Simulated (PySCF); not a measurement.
C₂H₄NO, SMILES C[N]C=O (connectivity only; charge and spin as stated), charge -1, multiplicity 1.

The structure is a stationary point at B3LYP-D3(BJ)/def2-SVPD. The geometry has at least one imaginary mode, so it is a saddle point at that level. The spin state was assumed, not searched. The isomer is the one that the SMILES or the coordinates give; other isomers of the formula were not compared. Other conformers were not sampled.

Two levels are set side by side: PBE/def2-TZVPD (PySCF) and ωB97X/def2-TZVPD (PySCF). Same geometry, gas phase. Differences are taken from unrounded values.

| quantity | ωB97X | PBE | PBE minus ωB97X |
|---|---|---|---|
| orbital gap (eV) | 8.62 | 3.15 | -5.47 |
| highest occupied level (eV) | -2.90 | 0.57 | 3.47 |
| lowest empty level (eV) | 5.72 | 3.71 | -2.01 |
| mean polarisability (bohr³) | 51.6 | 57.9 | 6.3 |

PBE's occupied levels lie high since its potential decays too fast outside the molecule; exact exchange lowers them and widens the gap. PBE's more diffuse valence density responds more strongly to a field. Differences between two approximate levels are no errors against the true value.

Rough cost on one machine, each run with all the roots and properties that it gave: ωB97X against PBE within a factor of 2.
